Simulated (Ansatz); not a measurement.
Harmonic frequencies (cm⁻¹) at PBE0-D4/def2-TZVP from Ansatz: 174, 181, 304, 407, 546, 696, 730, 785, 919, 937, 958, 1037, 1078, 1142, 1167, 1204, 1340, 1465, 1532, 2572, 2643, 3104, 3177, 3187.

Task: Which molecule is it?
A. `BB1C=NC1`
B. `[SiH3]O[CH2][ZnH]`
C. `B[CH](Cl)[GaH][OH]`
D. `FB1CB(Cl)C1`

Result: A.
